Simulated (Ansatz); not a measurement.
The first iterations of a band of ClFGeH2 + H (6 atoms, charge 0, multiplicity 2).

These are results of Ansatz 0.2.0, UKS PBE/def2-SVP, not measurements.

| Property | Result |
| --- | --- |
| movable images | 3 |
| climbing image | no |
| spring | 5.0 eV/Å² |
| optimiser | quadratic models (default) |
| start path | through a guess of the saddle point |
| force threshold | 0.05 eV/Å |
| iteration limit | 60 |
| end points | relaxed |

Initial state:

```xyz
6
Properties=species:S:1:pos:R:3
Ge -0.014 0.000 -0.264
F 0.004 0.000 1.490
Cl 2.045 0.000 -0.927
H -0.684 1.319 -0.708
H -0.684 -1.319 -0.708
H -0.033 0.000 4.427
```

Final state:

```xyz
6
Properties=species:S:1:pos:R:3
Ge 0.390 -0.004 0.012
F -0.890 0.004 2.483
Cl 2.024 0.001 -1.462
H -0.440 1.292 -0.257
H -0.443 -1.296 -0.268
H -0.008 0.001 2.800
```

| iteration | highest image above the first end (eV) | largest band force component (eV/Å) |
| --- | --- | --- |
| 1 | 0.743 | 3.132 |
| 2 | 0.714 | 0.987 |

**Question.** Does the band converge within its limit, and where does its top end?

**Answer.** The forces met the threshold. It ended after 8 iterations with the highest image 0.060 eV above the first end. No image climbed, so the highest image needn't sit at the top of the path. A band with more images between the same ends climbed to 0.70 eV, so this one has probably stepped over the top. So few images can step over the top or miss a turn of the path.

The run took 45 s on 2 threads of AMD EPYC 7R43 64-Core Processor (Zen 3), on a shared host, peak memory 0.18 GiB.
